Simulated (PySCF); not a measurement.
C6H11B.
Z-matrix (Å and degrees, PBE0-D3(BJ)/def2-SVP geometry), rows numbered from 1:
```
B 
C   1  1.5460
C   2  1.4979  1  118.23
C   3  1.3388  2  123.33  1  -152.96
C   4  1.4999  3  123.44  2    -3.67
C   5  1.5250  4  111.90  3   -15.30
C   6  1.5239  5  111.03  4    45.71
H   1  1.2111  2  120.44  3   -21.53
H   1  1.2111  2  119.80  3   166.24
H   2  1.1370  1   88.09  3   108.08
H   3  1.0953  2  117.15  1    25.23
H   4  1.0954  3  119.01  2   176.63
H   5  1.1069  4  109.46  3   107.19
H   5  1.1033  4  109.54  3  -138.05
H   6  1.1044  5  109.10  4   -74.46
H   6  1.1014  5  110.36  4   168.77
H   7  1.1044  2  108.50  1    63.65
H   7  1.1008  2  110.08  1   -52.16
```

The closed-shell ground state was solved at several levels (PySCF, density fitting, gas phase, non-relativistic).

```json
{"level": "PBE0/pcSseg-1", "basis functions": "174", "HOMO (eV)": "-6.83", "LUMO (eV)": "-1.07", "gap (eV)": "5.76", "dipole (D)": "0.88"}
{"level": "wB97X-D/def2-SVPD", "basis functions": "228", "HOMO (eV)": "-8.64", "LUMO (eV)": "0.85", "gap (eV)": "9.49", "dipole (D)": "0.88"}
```

What might B3LYP/pcJ-1 (299 basis functions) give for the same quantities?

HOMO -6.60 eV, LUMO -1.30 eV, gap 5.30 eV, dipole 0.89 D.

Over all these levels, which gives the widest orbital gap and which the narrowest?

wB97X-D/def2-SVPD (range-separated hybrid) has the widest, 9.49 eV, and B3LYP/pcJ-1 (global hybrid, 20 % exact exchange) the narrowest, 5.30 eV. Functional and basis both differ between the two, so the spread mixes both effects.

How far do the dipole and the HOMO energy spread over the levels?

The dipole runs from 0.88 to 0.89 D (mean 0.88 D) and the HOMO from -8.64 to -6.60 eV.

One conformer stands for the species.
